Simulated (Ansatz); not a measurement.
Born–Oppenheimer molecular dynamics of BFH2O2 (6 atoms, charge 0, multiplicity 1). It starts from a relaxed structure.

Level of theory: RKS PBE0/cc-pVDZ (Ansatz).

```
ensemble        : NVT, Nosé–Hoover chain
time step       : 0.5 fs
steps asked     : 250
set temperature : 2000 K
thermostat      : time constant 1 fs, chain length 1
seed            : 218141
```

First frame:

```xyz
6
Properties=species:S:1:pos:R:3
B -0.017 -0.082 -0.007
O -0.018 -0.072 1.355
H -0.873 -0.277 1.746
F 1.146 0.202 -0.602
O -1.069 -0.349 -0.830
H -1.887 -0.549 -0.366
```

Task: How far do the bonds stretch over the last three quarters of this one trajectory? (Pairs bonded in most of those frames.)

Result: 
```csv
bond,mean (Å),spread (Å),shortest,longest
B1–O2,1.398,0.081,1.23,1.57
B1–F4,1.365,0.086,1.17,1.51
B1–O5,1.392,0.042,1.34,1.51
O2–H3,0.975,0.017,0.93,1.02
O5–H6,0.978,0.040,0.89,1.07
```

Mean temperature of the second half: 2006 K. The conserved energy stayed within 2.6 meV per atom of its start (net change 0.57 meV per atom), so the integration is sound. A run of 0.12 ps of so small a system gives no equilibrium averages.

Time of the run: 3.7 min on 1 thread of AMD EPYC 9R14 (Zen 4), with other jobs on the host, peak memory 0.13 GiB.
